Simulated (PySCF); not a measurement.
PySCF job for C2H4BN3, SMILES NB1N=CC=N1, C-PCM-B3LYP/def2-SVP. Geometry: B3LYP-D3(BJ)/def2-SVP. This is a generated structure with no PubChem entry under its InChIKey; it may be hypothetical. Other conformers were not sampled.

```python
import numpy as np
from pyscf import gto, scf, dft
from pyscf.solvent import pcm

mol = gto.M(
    atom='''
    N     0.00000000   -0.00000000    2.06088972
    B     0.00000000   -0.00000000    0.67825066
    N     0.00000000    1.24471963   -0.16461974
    C     0.00000000    0.76642240   -1.34892107
    C     0.00000000   -0.76642240   -1.34892107
    N     0.00000000   -1.24471963   -0.16461975
    H     0.00000000   -0.85706785    2.60186084
    H     0.00000000    0.85706783    2.60186084
    H     0.00000000    1.38031342   -2.26473688
    H     0.00000000   -1.38031342   -2.26473688
    ''',
    basis='def2-SVP',
    charge=0,
    spin=0,
    max_memory=1600,
    verbose=3,
)
mf = dft.RKS(mol, xc='b3lyp').density_fit(auxbasis='def2-universal-jkfit')
mf.grids.level = 3
mf.conv_tol = 1e-9
mf.max_cycle = 100
mf.kernel()
res = {}
for name, eps in {'water': 78.355, 'toluene': 2.3741, '1-octanol': 9.8629}.items():
    s = mf.PCM()
    s.with_solvent.method, s.with_solvent.eps, s.with_solvent.lebedev_order = 'C-PCM', eps, 29
    s.kernel(mf.make_rdm1())
    res[name] = (s.e_tot, eps, s.dip_moment(), s.mo_energy, s.converged)
    print(f'{name}: electrostatic solvation free energy {(s.e_tot - mf.e_tot) * 627.509474:.3f} kcal/mol')
```

Program output:

```
converged SCF energy = -267.571371727177

WARN: PCM is an experimental feature. It is still in testing.
Features and APIs may be changed in the future.

converged SCF energy = -267.585163417089
Dipole moment(X, Y, Z, Debye): -0.00000, -0.00000,  0.76487
water: electrostatic solvation free energy -8.654 kcal/mol

WARN: PCM is an experimental feature. It is still in testing.
Features and APIs may be changed in the future.

converged SCF energy = -267.579014510457
Dipole moment(X, Y, Z, Debye): -0.00000, -0.00000,  0.80022
toluene: electrostatic solvation free energy -4.796 kcal/mol

WARN: PCM is an experimental feature. It is still in testing.
Features and APIs may be changed in the future.

converged SCF energy = -267.583767867402
Dipole moment(X, Y, Z, Debye):  0.00000, -0.00000,  0.77437
1-octanol: electrostatic solvation free energy -7.779 kcal/mol
```

The calculation finished and met its thresholds.
